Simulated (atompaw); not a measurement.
What one change does to a pseudopotential (Ce, PAW (atompaw))

atompaw 4.2.0.5 input, output lines left out:

```
Ce 58
LDA-PW scalarrelativistic loggrid 2001 logderivrange -5 5 251
6 6 5 4 0 0
6 1 0
5 2 1
4 3 1
0 0 0
c
c
c
c
v
v
c
c
c
v
v
c
c
v
v
3
2.65 2.05 2.15 2.20
n
n
y
2.1
n
y
0.45
n
bloechl sinc
bessel
```

Change: all radii scaled by about 1.16 (s 2.60, p 2.66, d 1.22, f 1.44 bohr); local potential bessel scheme, radius 2.50 bohr; augmentation sinc compensation charge, radius 2.38 bohr; PAW radius 3.08 bohr; waves and projectors: bloechl; core correction smooth core density matched at 2.54 bohr.

Cutoffs: the cutoffs (Ry, on a coarse ladder) from which the occupation-weighted sum of valence levels, in a spherical-Bessel basis at the reference potential, stays within 10 and 1 mRy of its value at 400 Ry; they do not see the model core or the augmentation charge, which bear on the density cutoff.

Question: What does the change do?

Answer: The potential gets softer (25 Ry and 35 Ry → 18 Ry and 25 Ry); neither file shows a bound ghost. A larger radius leaves more room for a smooth pseudo-wave, so fewer plane waves are needed.

| quantity | base | changed |
| --- | --- | --- |
| cutoff, loose | 25 Ry | 18 Ry |
| cutoff, tight | 35 Ry | 25 Ry |
| loose cutoff by channel (10 mRy a level) | s 8 Ry, p 12 Ry, d 10 Ry, f 25 Ry | s 8 Ry, p 12 Ry, d 10 Ry, f 18 Ry |
| bound ghosts | none | none |
| lowest overlap eigenvalue by channel | s 0.37, p 0.57, d 0.81, f 1.00 | s 0.42, p 0.60, d 0.84, f 0.98 |

 The cutoffs see the waves, projectors and local potential, not the compensation charge or the core.
